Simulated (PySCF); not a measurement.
## Spin-rotation constants: `COC1=C(C)[P@@H]1=O`, C$_{4}$H$_{7}$O$_{2}$P

Cartesian coordinates in Å; atom numbers follow the order of the lines, from 1:
```xyz
14

C    -2.4598   -0.5626   -0.1201
O    -1.1260   -0.9650   -0.3731
C    -0.2050   -0.0573   -0.0919
C     1.1376    0.0853   -0.0306
C     2.3860   -0.6726   -0.2373
P     0.2678    1.5628    0.5048
O     0.1146    2.0803    1.8658
H    -3.1030   -1.3042   -0.5897
H    -2.6543   -0.5324    0.9560
H    -2.6562    0.4263   -0.5461
H     2.9251   -0.2919   -1.1054
H     3.0370   -0.5710    0.6306
H     2.1567   -1.7251   -0.3941
H     0.1788    2.5270   -0.4909
```

Computed, not measured: GIAO PBE0/pcSseg-1 magnetisability, rotational g tensor and spin-rotation constants, non-relativistic, gas phase (PySCF). Geometry: GFN2-xTB.

Task: Give the nuclear spin-rotation constants along the inertial axes (H = +C I·J) beside the isotropic shieldings.

Result: Rotational constants 2.5364, 1.9132, 1.1710 GHz. A star marks the isotopologue with that one atom substituted, in its own axes.
| atom | isotope | Caa (kHz) | Cbb (kHz) | Ccc (kHz) | mean (kHz) | σ (ppm) |
| --- | --- | --- | --- | --- | --- | --- |
| P6 | 31P | 4.175 | 2.583 | 1.101 | 2.619 | 428.0 |
| H8 | 1H | 0.119 | -0.185 | -0.124 | -0.063 | 27.6 |
| H9 | 1H | -0.236 | -0.131 | 0.009 | -0.119 | 27.6 |
| H10 | 1H | -0.213 | -0.118 | -0.014 | -0.115 | 27.7 |
| H11 | 1H | -0.233 | -0.159 | -0.023 | -0.138 | 29.9 |
| H12 | 1H | -0.080 | -0.200 | -0.061 | -0.114 | 29.5 |
| H13 | 1H | -0.114 | -0.086 | -0.108 | -0.102 | 29.2 |
| H14 | 1H | -0.181 | -0.146 | 0.066 | -0.087 | 23.7 |
| C1 | 13C* | 0.507 | 0.330 | 0.287 | 0.375 | 124.3 |
| O2 | 17O* | -0.456 | -0.381 | -0.065 | -0.300 | 218.9 |
| C3 | 13C* | 1.229 | 0.818 | 0.276 | 0.774 | 10.4 |
| C4 | 13C* | 0.992 | 0.753 | 0.192 | 0.646 | 54.1 |
| C5 | 13C* | 0.373 | 0.244 | 0.138 | 0.252 | 174.8 |
| O7 | 17O* | -0.503 | -0.409 | -0.019 | -0.310 | 222.6 |

For the geometry as given, no vibrational averaging.

Task: How do the rotational constants and the g tensor change when H8, H9, H10, H11, H12, H13, H14 are replaced by deuterium?

Result: Constants 2.2173, 1.6443, 1.0289 GHz; g -0.0344, -0.0127, -0.0095, against -0.0375, -0.0155, -0.0109 before.
